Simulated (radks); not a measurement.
Q: Radial electron density D(r) = 4 pi r^2 rho(r) of an atom or ion with 5 electrons. Method: non-relativistic Kohn-Sham, PBE, spin-unpolarised, spherical densities, point nucleus; computed with a radial shooting solver on a logarithmic mesh with Libxc functionals.

r (bohr),D(r) (e/bohr)
0.007154,0.1850
0.009315,0.3030
0.01213,0.4911
0.01579,0.7852
0.0204,1.217
0.02657,1.869
0.03459,2.787
0.04468,3.957
0.05818,5.409
0.07576,6.930
0.09865,8.167
0.1274,8.633
0.1659,7.960
0.2161,6.130
0.2814,3.822
0.3634,2.151
0.4732,1.679
0.6162,2.133
0.8024,2.409
1.036,1.862
1.35,0.8948
1.757,0.2709
2.27,0.1040
2.956,0.09727
3.849,0.05025
5.012,0.0005119
6.474,0.1003
8.43,0.1903
10.98,0.06847
14.29,0.005319

What is the nuclear charge?

A: Z = 8. The innermost maximum, from 1s, lies near 1/Z = 0.125 bohr (found: 0.126), and its height grows with Z. The density is that of the oxygen ion O3+ in [He] 2s2 5f1; the configuration itself is not fixed sharply by these data. D(r) has 4 maxima, at r = 0.126, 0.771, 2.82, 8.16 bohr, and minima at 0.458, 2.54 bohr, inside which lie 2.07, 4.06 electrons.
